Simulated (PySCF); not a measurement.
Compound: C5HClN2.
SMILES: `C(=C=C(C#N)Cl)C#N`

Theory: PySCF 2.14.0, PBE0-D3(BJ)/def2-SVP geometry optimisation, gas phase.

Masses are those of the commonest isotopes; rigid-rotor values at the optimised geometry. 

Task: Give the principal moments of inertia and the rotational constants in cm⁻¹.

Result: Ia = 186.29, Ib = 553.23, Ic = 687.69 u·Å²; 505379 MHz·u·Å²/I gives 2713, 913.5 and 734.9 MHz, that is A = 0.09049, B = 0.03047, C = 0.02451 cm⁻¹.

Task: What kind of rotor is it?

Result: An asymmetric top. Ray's parameter κ = (2B − A − C)/(A − C) = -0.819; −1 is the prolate and +1 the oblate limit.

Task: What does the inertial defect say?

Result: Not planar: Δ = Ic − Ia − Ib = -51.84 u·Å². For a rigid frame Δ = −2 Σ m c², so Σ m c² = 25.92 u·Å² lies off the ab plane: 3.86 from hydrogen and 22.06 from heavier atoms. The atom farthest from that plane is 1.96 Å away.

Task: Give the coordinates in the principal-axis frame, origin at the centre of mass.

Result: The sense of each axis is arbitrary; atoms in the order of the calculation.
| atom | mass (u) | a (Å) | b (Å) | c (Å) |
| --- | --- | --- | --- | --- |
| N1 | 14.003 | -3.737 | 0.074 | 0.753 |
| C2 | 12.000 | -2.831 | 0.061 | 0.031 |
| C3 | 12.000 | -1.735 | 0.044 | -0.885 |
| C4 | 12.000 | -0.480 | 0.044 | -0.499 |
| C5 | 12.000 | 0.780 | 0.046 | -0.128 |
| Cl6 | 34.969 | 1.651 | -1.426 | 0.154 |
| C7 | 12.000 | 1.512 | 1.259 | 0.063 |
| N8 | 14.003 | 2.115 | 2.237 | 0.217 |
| H9 | 1.008 | -1.979 | 0.031 | -1.956 |

Task: Which types of transition are allowed, and where do some lines up to J = 5 fall?

Result: The dipole components are |μa| = 0.17 D, |μb| = 1.95 D, |μc| = 2.66 D. Intensities carry the squares of the components, which stand as 0.00 : 0.54 : 1.00 (a : b : c). Some lines, for components of 0.1 D or more:

```json
{"type": "a", "branch": "R", "J(Ka,Kc)": "1(0,1) ← 0(0,0)", "MHz": "1648", "lower level (cm⁻¹)": "0.000"}
{"type": "b", "branch": "Q", "J(Ka,Kc)": "2(1,1) ← 2(0,2)", "MHz": "2169", "lower level (cm⁻¹)": "0.165"}
{"type": "b", "branch": "Q", "J(Ka,Kc)": "5(1,4) ← 5(0,5)", "MHz": "3553", "lower level (cm⁻¹)": "0.811"}
{"type": "b", "branch": "R", "J(Ka,Kc)": "5(1,4) ← 4(2,3)", "MHz": "3829", "lower level (cm⁻¹)": "0.802"}
{"type": "c", "branch": "Q", "J(Ka,Kc)": "5(2,4) ← 5(1,4)", "MHz": "4385", "lower level (cm⁻¹)": "0.929"}
{"type": "b", "branch": "Q", "J(Ka,Kc)": "2(2,1) ← 2(1,2)", "MHz": "5934", "lower level (cm⁻¹)": "0.219"}
{"type": "a", "branch": "R", "J(Ka,Kc)": "4(1,4) ← 3(1,3)", "MHz": "6213", "lower level (cm⁻¹)": "0.375"}
{"type": "a", "branch": "R", "J(Ka,Kc)": "4(3,2) ← 3(3,1)", "MHz": "6617", "lower level (cm⁻¹)": "0.897"}
{"type": "a", "branch": "R", "J(Ka,Kc)": "4(3,1) ← 3(3,0)", "MHz": "6621", "lower level (cm⁻¹)": "0.897"}
{"type": "a", "branch": "R", "J(Ka,Kc)": "5(0,5) ← 4(0,4)", "MHz": "8006", "lower level (cm⁻¹)": "0.544"}
{"type": "b", "branch": "R", "J(Ka,Kc)": "2(2,1) ← 1(1,0)", "MHz": "8873", "lower level (cm⁻¹)": "0.121"}
{"type": "b", "branch": "R", "J(Ka,Kc)": "3(2,1) ← 2(1,2)", "MHz": "10942", "lower level (cm⁻¹)": "0.219"}
{"type": "c", "branch": "Q", "J(Ka,Kc)": "4(4,1) ← 4(3,1)", "MHz": "13195", "lower level (cm⁻¹)": "1.118"}
{"type": "b", "branch": "Q", "J(Ka,Kc)": "4(4,1) ← 4(3,2)", "MHz": "13199", "lower level (cm⁻¹)": "1.118"}
{"type": "c", "branch": "R", "J(Ka,Kc)": "5(2,3) ← 4(1,3)", "MHz": "13433", "lower level (cm⁻¹)": "0.641"}
{"type": "c", "branch": "R", "J(Ka,Kc)": "3(3,0) ← 2(2,0)", "MHz": "14384", "lower level (cm⁻¹)": "0.417"}
{"type": "c", "branch": "R", "J(Ka,Kc)": "5(2,4) ← 4(1,4)", "MHz": "14794", "lower level (cm⁻¹)": "0.582"}
{"type": "b", "branch": "R", "J(Ka,Kc)": "5(2,3) ← 4(1,4)", "MHz": "15215", "lower level (cm⁻¹)": "0.582"}
{"type": "c", "branch": "R", "J(Ka,Kc)": "4(3,1) ← 3(2,1)", "MHz": "16009", "lower level (cm⁻¹)": "0.584"}
{"type": "c", "branch": "R", "J(Ka,Kc)": "4(3,2) ← 3(2,2)", "MHz": "16068", "lower level (cm⁻¹)": "0.582"}
{"type": "b", "branch": "Q", "J(Ka,Kc)": "5(5,0) ← 5(4,1)", "MHz": "16971", "lower level (cm⁻¹)": "1.834"}
{"type": "c", "branch": "R", "J(Ka,Kc)": "4(4,1) ← 3(3,1)", "MHz": "19816", "lower level (cm⁻¹)": "0.897"}
```

Whether it is a minimum is left open (no frequencies). No vibrational averaging or centrifugal distortion is included, and the geometry carries the error of its method. Quadrupole hyperfine structure (14N, 35Cl) is left out.
